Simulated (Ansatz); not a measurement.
Species: H$_{10}$GeSi$_{3}$, SMILES `[SiH3][GeH]([SiH3])[SiH3]` (charge 0, multiplicity 1).

Task: Give a relaxed geometry from PBE0-D3(BJ)/def2-SVP run with Ansatz (a first-principles code).

Result: the end point of this relaxation (outside a Z-matrix the atoms follow the SMILES, hydrogens last).
Bond lengths (Å): Si1–Ge2 2.383, Si1–H5 1.495, Si1–H6 1.495, Si1–H7 1.495, Ge2–Si3 2.383, Ge2–Si4 2.383, Ge2–H8 1.544, Si3–H9 1.495, Si3–H10 1.495, Si3–H11 1.495, Si4–H12 1.495, Si4–H13 1.495, Si4–H14 1.495. Angles (°): Ge2–Si1–H5 110.7, Ge2–Si1–H6 108.8, Ge2–Si1–H7 110.8, H5–Si1–H6 108.8, H5–Si1–H7 109.0, H6–Si1–H7 108.8, Si1–Ge2–Si3 109.2, Si1–Ge2–Si4 109.2, Si1–Ge2–H8 109.7, Si3–Ge2–Si4 109.2, Si3–Ge2–H8 109.7, Si4–Ge2–H8 109.7, Ge2–Si3–H9 108.8, Ge2–Si3–H10 110.7, Ge2–Si3–H11 110.7, H9–Si3–H10 108.8, H9–Si3–H11 108.8, H10–Si3–H11 109.0, Ge2–Si4–H12 108.8, Ge2–Si4–H13 110.7, Ge2–Si4–H14 110.7, H12–Si4–H13 108.8, H12–Si4–H14 108.8, H13–Si4–H14 109.0.
